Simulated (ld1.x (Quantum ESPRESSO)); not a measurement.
**silicon: TM pseudisation with PBE, scalar-relativistic reference atom.**

```
Element                 : silicon
Generator               : ld1.x (Quantum ESPRESSO) 7.5
Type                    : norm-conserving Troullier–Martins (Kleinman–Bylander form)
Functional              : PBE
Relativity              : scalar-relativistic
Frozen core             : [Ne]
Valence charge          : 4
Reference configuration : 3s1 3p3
Partial waves           : 3s (bound): rc 1.65 bohr; 3p (bound): rc 1.85 bohr; 3d channel at 0.05 Ry: rc 2.00 bohr
Local potential         : all-electron potential smoothed inside 1.95 bohr (lloc = -1)
Core correction         : a·sin(br)/r model core, default radius (core density twice the valence density)
```

All-electron outer shells of the reference configuration (PBE, scalar-relativistic, ld1.x):

| shell | level (eV) | outermost node (bohr) | outermost maximum (bohr) |
| --- | --- | --- | --- |
| 2s | -141.15 | 0.15 | 0.45 |
| 2p | -97.20 | – | 0.39 |
| 3s | -11.56 | 0.72 | 1.77 |
| 3p | -4.67 | 0.72 | 2.11 |

Estimate the cutoffs (Ry, on a coarse ladder) from which the occupation-weighted sum of valence levels, in a spherical-Bessel basis at the reference potential, stays within 10 and 1 mRy of its value at 400 Ry.

12 Ry and 35 Ry.

Does the potential have ghost states?

No extra level below or beside the all-electron valence levels (s, p, d, f tested).

Which valence shell sets the plane-wave cutoff?

3s: its level needs 35 Ry to come within 1 mRy, against 8 Ry for 3p.

Tests: 3s2 3p2; 3s2 3p1; 3s2 3p0; 3s2 3p2.3; 3s0 3p4; 3s1 3p2; 3s2 3p1.5. Which has the largest error in its energy relative to the reference configuration, and how large is it?

3s2 3p0, with +12 meV (all-electron minus pseudo) on +16.92 eV.
